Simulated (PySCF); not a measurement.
H₂O, charge +1, multiplicity 2. Atoms are numbered in the order given.

```xyz
3

O      0.0000     0.0000    -0.1159
H      0.0000     0.8204     0.4634
H      0.0000    -0.8204     0.4634
```
Charge +1, spin multiplicity 2.

Coordinates come from a PBE0-D3(BJ)/def2-TZVPD optimisation.

All values below come from PySCF with TDA-PBE0/def2-TZVPD.

Vertical excitations. 

Computed lowest excited states:
```json
[
 {"state": "root 1", "energy (eV)": "2.37", "λ (nm)": "523", "f": "0.001", "main pairs": "β HOMO→LUMO 99 %"},
 {"state": "root 2", "energy (eV)": "6.48", "λ (nm)": "191", "f": "0.000", "main pairs": "β HOMO−1→LUMO 99 %"},
 {"state": "root 3", "energy (eV)": "12.39", "λ (nm)": "100", "f": "0.003", "main pairs": "α HOMO→LUMO 30 %, β HOMO→LUMO+1 66 %"},
 {"state": "root 4", "energy (eV)": "13.70", "λ (nm)": "90", "f": "0.083", "main pairs": "α HOMO→LUMO 66 %, β HOMO→LUMO+1 31 %"},
 {"state": "root 5", "energy (eV)": "13.77", "λ (nm)": "90", "f": "0.016", "main pairs": "α HOMO−1→LUMO 97 %"},
 {"state": "root 6", "energy (eV)": "14.02", "λ (nm)": "88", "f": "0.004", "main pairs": "α HOMO→LUMO+1 27 %, β HOMO→LUMO+2 62 %"},
 {"state": "root 7", "energy (eV)": "15.62", "λ (nm)": "79", "f": "0.042", "main pairs": "α HOMO→LUMO+1 50 %, β HOMO→LUMO+2 34 %, β HOMO−1→LUMO+1 13 %"},
 {"state": "root 8", "energy (eV)": "15.75", "λ (nm)": "79", "f": "0.000", "main pairs": "α HOMO−1→LUMO+1 97 %"},
 {"state": "root 9", "energy (eV)": "16.04", "λ (nm)": "77", "f": "0.013", "main pairs": "α HOMO−2→LUMO 38 %, α HOMO→LUMO+1 19 %, β HOMO−1→LUMO+1 40 %"},
 {"state": "root 10", "energy (eV)": "17.29", "λ (nm)": "72", "f": "0.001", "main pairs": "α HOMO−2→LUMO+1 36 %, β HOMO−1→LUMO+2 47 %"}
]
```
Unrestricted roots are not spin-pure.
